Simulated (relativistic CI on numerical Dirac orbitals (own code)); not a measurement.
# Slater and spin-orbit integrals, Ni14+

Method of calculation: Dirac-Coulomb-Breit CI, KLI orbitals optimised for each configuration, QED by a radiative potential, unscaled Slater integrals (own radial code, finite nucleus).

Slater integrals F^k, G^k are unscaled and averaged over j, outside the closed core [Ne]; ζ comes from projecting the Hamiltonian with its Breit term on Σ l·s of the shell.

- 3s²3p²: F^2(3p,3p) = 159200, ζ(3p) = 18023 cm⁻¹; <r>(3p) = 0.6289, <r^2>(3p) = 0.4553 (bohr units).
- 3s3p³: F^2(3p,3p) = 159070, G^1(3s,3p) = 205400, ζ(3p) = 18000 cm⁻¹; <r>(3s) = 0.6349, <r^2>(3s) = 0.4581, <r>(3p) = 0.6294, <r^2>(3p) = 0.456 (bohr units).
- 3s²3p3d: ζ(3p) = 17999, F^2(3p,3d) = 158340, G^1(3p,3d) = 178050, G^3(3p,3d) = 116540, ζ(3d) = 1539.5 cm⁻¹; <r>(3p) = 0.63, <r^2>(3p) = 0.4569, <r>(3d) = 0.5834, <r^2>(3d) = 0.3958 (bohr units).

Averages of the first 10 configurations, taken without configuration mixing, which lowers the lowest level and can move excited configurations by several eV; other configurations of the list can lie among them:

| Configuration | Parity | States | Average energy above the lowest level (eV) |
| --- | --- | --- | --- |
| 3s²3p² | even | 15 | 9.1 |
| 3s3p³ | odd | 40 | 52.2 |
| 3s²3p3d | odd | 60 | 72.1 |
| 3p⁴ | even | 15 | 102.3 |
| 3s3p²3d | even | 300 | 112.1 |
| 3p³3d | odd | 200 | 159.1 |
| 3s3p3d² | odd | 540 | 174.4 |
| 3s²3p4s | odd | 12 | 217.9 |
| 3s²3d4p | odd | 60 | 297.9 |
| 3p³4s | odd | 40 | 306.5 |
